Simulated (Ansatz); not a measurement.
## Abstraction of Cl: GeH(CH3)2Cl + CHBr2 → GeH(CH3)2 + CHBr2Cl

Species: GeH(CH3)2Cl, singlet; CHBr2 `Br[CH]Br`, doublet; GeH(CH3)2, doublet; CHBr2Cl (chlorodibromomethane) `ClC(Br)Br`, singlet. A radical takes Cl: the energy is the difference in strength between the Ge–Cl bond broken and the C–Cl bond made.

Shapes, held fixed at every level: PBE0-D4/def2-TZVP. Programs: Ansatz 0.2.0. The zero-point and thermal change to 298 K, harmonic and unscaled (PBE0-D4/def2-TZVP), is +2.0 kJ/mol.

Estimate ΔH(298 K) of this reaction.

The highest level, CCSD(T)/def2-TZVPP, gives ΔH(298 K) = +126.2 kJ/mol; the levels span +112.6 to +161.2. The column of differences is taken from that level and isn't an error. No measured value is set beside it here. Open shells run unrestricted. Relativity is left out for Br, Ge. Outer-core shells of Br, Ge are correlated, in sets that cover them unevenly.

| level | kind | ΔH(298 K) (kJ/mol) | less CCSD(T)/def2-TZVPP |
| --- | --- | --- | --- |
| MP2/def2-SVP | perturbation theory | +112.6 | -13.6 |
| MP2/def2-TZVPP | perturbation theory | +113.4 | -12.8 |
| HF/def2-TZVPP | Hartree–Fock | +161.2 | +35.0 |
| PBE-D4/def2-TZVPP | GGA | +113.5 | -12.7 |
| B3LYP-D4/def2-TZVPP | global hybrid | +125.2 | -1.0 |
| wB97X-V/def2-TZVPP | range-separated hybrid | +130.7 | +4.5 |
| B2PLYP/def2-TZVPP | double hybrid | +126.7 | +0.5 |
| CCSD(T)/def2-TZVPP | coupled cluster or CI | +126.2 | 0.0 |
